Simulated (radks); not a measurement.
Q: The mean radii <r> (bohr) of the occupied orbitals of an atom or ion are listed with their occupations. All-electron calculation, Dirac Kohn-Sham, exchange-only LDA, spin-unpolarised, spherical densities, finite nucleus; Fermi nuclear charge, rms radius of each element as measured or else 0.836 A^(1/3) + 0.57 fm. Program: a radial shooting solver on a logarithmic mesh with Libxc functionals.

orbital  occ.      <r>
1s1/2       2  0.01717
2s1/2       2  0.07175
2p1/2       2  0.05908
2p3/2       4  0.06751
3s1/2       2   0.1867
3p1/2       2   0.1769
3p3/2       4   0.1924
3d3/2       4   0.1677
3d5/2       6   0.1724
4s1/2       2   0.4153
4p1/2       2   0.4180
4p3/2       4   0.4522
4d3/2       4   0.4620
4d5/2       6   0.4733
5s1/2       2   0.9497
4f5/2       6   0.5124
4f7/2       8   0.5197
5p1/2       2    1.027
5p3/2       4    1.123
5d3/2       4    1.473
5d5/2       3    1.520

Name the element and its charge. Open shells, if any, fill j = l - 1/2 first.

A: Z = 78, platinum, charge +3: Pt3+ in [Xe] 4f14 5d7. The 1s radius gives Z: for a bare nucleus <r> = (2 gamma + 1)/(2Z) with gamma = sqrt(1 - (Z/c)^2), 0.01695 bohr for Z = 78, and screening makes it slightly larger (0.01717 here). The occupations add up to 75, and the charge is Z minus that.
